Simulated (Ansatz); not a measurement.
The cluster TaSi6⁺. Charge 1, multiplicity 1. Geometry PBE-D4/def2-SVP, basis def2-TZVP, Ansatz.

```
atom   x (Å)   y (Å)   z (Å)
 Ta1  -0.211   1.406  -1.217
 Si2  -0.016   1.819   1.251
 Si3  -2.185   0.257  -0.176
 Si4   1.681   0.242  -0.139
 Si5  -0.127  -1.060  -1.329
 Si6   1.232  -2.136   0.465
 Si7  -0.373  -0.529   1.146
```

```json
{"run": "A", "HOMO (eV)": "-10.43", "LUMO (eV)": "-7.60"}
{"run": "B", "HOMO (eV)": "-9.79", "LUMO (eV)": "-8.24"}
{"run": "C", "HOMO (eV)": "-12.12", "LUMO (eV)": "-5.70"}
{"run": "D", "HOMO (eV)": "-12.53", "LUMO (eV)": "-5.72"}
{"run": "E", "HOMO (eV)": "-9.58", "LUMO (eV)": "-8.33"}
```

In the def2 sets Ta takes a core potential; there is no spin–orbit coupling. LC-ωPBE has ω = 0.4 bohr⁻¹. No other spin state of charge 1 was run. The structure comes from a short search, and lower isomers may exist.

Q: The runs used LC-ωPBE, PBE, PBE0, r2SCAN, ωB97M-V. Estimate which is which.

A: A PBE0 (25 % exact exchange); B r2SCAN (0 % exact exchange); C ωB97M-V (range-separated); D LC-ωPBE (range-separated); E PBE (0 % exact exchange). Exact exchange lowers occupied and raises empty levels; among semilocal functionals meta-GGAs tend to open the gap a little, and such runs are hard to tell apart. The gap grows from 1.25 eV (PBE) to 6.81 eV (LC-ωPBE). The restricted singlet is unstable towards broken spin symmetry in Hartree–Fock (as tested in another run); at PBE0-D4/def2-TZVP, r2SCAN-D4/def2-TZVP, ωB97M-V/def2-TZVP, LC-ωPBE/def2-TZVP and others this wasn't settled.
